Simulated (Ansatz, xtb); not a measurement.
# Two isomers of FH9OSi4

Structure a: `F[SiH2][SiH2][SiH2]O[SiH3]`, a singlet. Structure b: `F[SiH2]O[SiH]([SiH3])[SiH3]`, a singlet. Both are isolated molecules in the gas phase, relaxed with PBE-D3(BJ)/def2-SVP, each in the lowest conformer that the search found.

Q: Estimate which is lower in electronic energy at CCSD(T)/def2-SVP + ΔMP2/def2-TZVPP, and by roughly how much.

A: The CCSD(T)/def2-SVP + ΔMP2/def2-TZVPP calculation puts structure b lower, by 6.9 kcal/mol.

The same difference at several levels:

| level | geometry | E(b) − E(a) (kcal/mol) | departure from the last row (kcal/mol) | job, with rough time for the two |
| --- | --- | --- | --- | --- |
| GFN2-xTB | GFN2-xTB | +0.2 | +7.0 | optimisation, 0.56 s |
| HF/STO-3G | GFN2-xTB | −6.3 | +0.6 | single point, 0.42 s |
| r2SCAN-D4/def2-SVP | GFN2-xTB | −9.6 | −2.7 | single point, 4.3 s |
| PBE-D3(BJ)/def2-SVP | PBE-D3(BJ)/def2-SVP | −7.9 | −1.0 | optimisation, 93 s |
| HF/def2-SVP | PBE-D3(BJ)/def2-SVP | −5.5 | +1.4 | part of the CCSD(T) run |
| MP2/def2-SVP | PBE-D3(BJ)/def2-SVP | −7.1 | −0.2 | part of the CCSD(T) run |
| CCSD(T)/def2-SVP | PBE-D3(BJ)/def2-SVP | −7.2 | −0.3 | single point |
| CCSD(T)/def2-SVP + ΔMP2/def2-TZVPP | PBE-D3(BJ)/def2-SVP | −6.9 |  | single point, 60 s |

As drawn, both hold the same kinds of bond in the same numbers.

GFN2-xTB finds them nearly level. The largest departure from CCSD(T)/def2-SVP + ΔMP2/def2-TZVPP is that of GFN2-xTB, 7.0 kcal/mol. The last row adds to CCSD(T) the change of the MP2 difference between the two basis sets, here +0.3 kcal/mol.

With thermal terms from frequencies at re-optimised GFN2-xTB minima (ideal gas, soft modes damped towards free rotors, one conformer each, 298.15 K, 1 atm): the zero-point term adds −0.1 kcal/mol; ΔH is −6.9 and ΔG −6.8 kcal/mol.

The correlated steps freeze 22 core orbitals. Run with Ansatz 0.2.0, xtb 6.7.1; the last row on 4 threads of Arm Neoverse V1 on a shared host.
